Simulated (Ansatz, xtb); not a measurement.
**Ranking isomers of C2H8BClSi**

9 gas-phase structures of C2H8BClSi, found in a search over its isomers (lower ones may exist). Each was relaxed with GFN2-xTB; where two conformers were screened, the lower at r2SCAN-D4/def2-SVP is listed:

A. `[SiH3]CCBCl`, a singlet
B. `C[C@H]([SiH3])BCl`, a singlet
C. `CB(Cl)C[SiH3]`, a singlet
D. `BCC[SiH2]Cl`, a singlet
E. `BC[Si@H](C)Cl`, a singlet
F. `CBC[SiH2]Cl`, a singlet
G. `B[C@H](C)[SiH2]Cl`, a singlet
H. `C[SiH2]CBCl`, a singlet
I. `CB(C)[SiH2]Cl`, a singlet

Which do you expect lowest at r2SCAN-D4/def2-SVP, and how would the others follow?

Calculated order at r2SCAN-D4/def2-SVP: C (0.000), H (0.166), F (0.207), E (0.323), I (0.556), B (0.709), A (0.910), G (0.947), D (1.123) eV. Less than 1 kcal/mol parts H and F; A and G, so the order within those pairs means little.

Energies above the lowest of each column, in eV; the last columns are at B3LYP/6-31G* geometries and were run for some of them only (a dash: not run or not comparable):

```csv
structure,GFN2-xTB,HF/STO-3G,r2SCAN-D4/def2-SVP,B3LYP/6-31G*,CCSD(T)/def2-SVP + ΔMP2/def2-TZVPP
C,0.172,0.106,0.000,0.000,0.000
H,0.289,0.165,0.166,0.091,0.090
F,0.000,0.057,0.207,0.113,0.068
E,0.208,0.000,0.323,–,–
I,0.336,0.311,0.556,–,–
B,0.183,0.749,0.709,–,–
A,0.324,0.923,0.910,–,–
G,0.060,0.678,0.947,–,–
D,0.174,0.735,1.123,–,–
```

CCSD(T)/def2-SVP + ΔMP2/def2-TZVPP puts C lowest of those it was run on; GFN2-xTB picks F, HF/STO-3G picks E. CCSD(T)/def2-SVP + ΔMP2/def2-TZVPP orders those it was run on as C (0.000), F (0.068), H (0.090) eV. Less than 1 kcal/mol parts F and H, so the order within that pair means little. Flexible structures stand in one conformer each, not always the lowest. Frequencies (B3LYP/6-31G*) were run for C, F, H alone. The ΔMP2 step shifts differences by up to 0.181 eV, which makes them less sure. ΔMP2 is the change of the MP2 energy from the smaller to the larger basis.

Over these structures GFN2-xTB departs from r2SCAN-D4/def2-SVP by 0.340 eV on average once a common shift is removed. A GFN2-xTB relaxation took about 0.21 s and the r2SCAN-D4/def2-SVP energy about 2.6 s on a shared host (Ansatz 0.2.0, xtb 6.7.1 (Pople sets with spherical d functions)).
